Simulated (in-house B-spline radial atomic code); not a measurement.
**RPA and G0W0 on BHandHLYP: Ru¹⁶⁺**

Configuration [Ar] 3d10, mean-field start BHandHLYP. Computed with a B-spline radial code for spherical atoms: all electrons, non-relativistic, point nucleus, each spin shell either full or empty, empty states to l = 9 with an (l + 1/2)⁻⁴ tail; G0W0 by contour deformation at full frequency.

Without relativity these are model numbers: it shifts the levels of so heavy an element strongly and can reorder them.

Command:
```bash
python run_gw.py task.json out
```
Settings (radii: box in bohr, nucleus in fm):
```
Z                        44
electrons                28
configuration            [Ar] 3d10
hamiltonian              nr
method                   bhandhlyp
lmax                     9
spin_polarised           False
box_radius               4.78
intervals                48
```

Run time, properties included: 1.1 s on 1 thread of Arm Neoverse V1, on a shared host.

Energies (hartree):

| term | value |
| --- | --- |
| mean-field total | -4349.55919 |
| Hartree-Fock functional on these orbitals | -4348.15642 |
| direct second order | -2.237 |
| second-order exchange | 0.6474 |
| SOSEX correction | 0.62212 |

(1) What is the RPA correlation energy, and what remains with SOSEX?

Quasi-particle levels (eV):

```tsv
level	occupied	mean field	Σx - vxc	Σc	QP weight	G0W0
3d	yes	-662.95	-15.37	?	?	?
3p	yes	-830.50	-22.02	5.49	0.984	-847.04
3s	yes	-922.50	-26.22	7.61	0.888	-941.12
2p	yes	-3225.55	-51.43	22.52	0.900	-3254.46
4s	no	-378.23	10.78	-1.44	0.998	-368.89
```

G0W0 = mean field + (Σx - vxc) + Σc, with Σc (partial-wave tail included) taken at the quasi-particle energy. Only the outer levels were computed.

(2) Where does G0W0 put 3d?

Results:

(1) RPA gives -2.0813 hartree (-2.02 eV per electron); RPA + SOSEX gives -1.4592, and the second-order doubles -1.5896 hartree (no singles). SOSEX takes back 30 % of the RPA value.

(2) At -676.31 eV, with Σc = 2.02 eV and a quasi-particle weight of 0.988. The tabulated removal energy is 670 ± 3 eV (NIST, tabulated theory); the calculation leaves out relativity, Breit and QED terms, and what these don't explain is the method's own error.
